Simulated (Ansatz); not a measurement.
Consider the substitution at a C–Br bond: `[SiH3]CCBr` + arsine → `[SiH3]CC[AsH2]` + HBr.

Calculated with Ansatz (gas phase, PBE0-D4/def2-TZVP geometries, no zero-point term in ΔE). CCSD(T)/CBS is the MP2 limit (def2-TZVPP, def2-QZVPP) plus CCSD(T) − MP2 in def2-TZVPP, frozen cores. Functionals use def2-TZVPP. For As, Br outer-core shells are correlated without core-valence functions, which leaves a few kJ/mol of doubt a bond. Scalar relativity is left out up to krypton. One conformer a species, not always the lowest.

```csv
level,ΔE (kcal/mol)
PBE0-D4,-3.4
HF/def2-TZVPP,-1.7
HF/def2-QZVPP,-1.7
HF/CBS(def2),-1.7
```

Q: What does CCSD(T)/CBS give? (Estimate.)

A: The calculation gave: -3.9 kcal/mol. The listed levels differ from it by 0.5, 2.2, 2.2, 2.2 kcal/mol.

Largest T1 diagnostic among the species: 0.011.

The D4 term adds −1.1 kcal/mol with B3LYP and −0.6 kcal/mol with PBE0; it sums over pairs of atoms, weighted by their polarisabilities, and B3LYP, whose exchange is more repulsive, gets the larger term. In def2-TZVPP, CCSD(T) changes the Hartree–Fock value by −2.5 kcal/mol (the triples alone add −0.1 kcal/mol) and MP2 by −3.1 kcal/mol.

B3LYP here is the variant with VWN-RPA as its local correlation; programs differ in this.
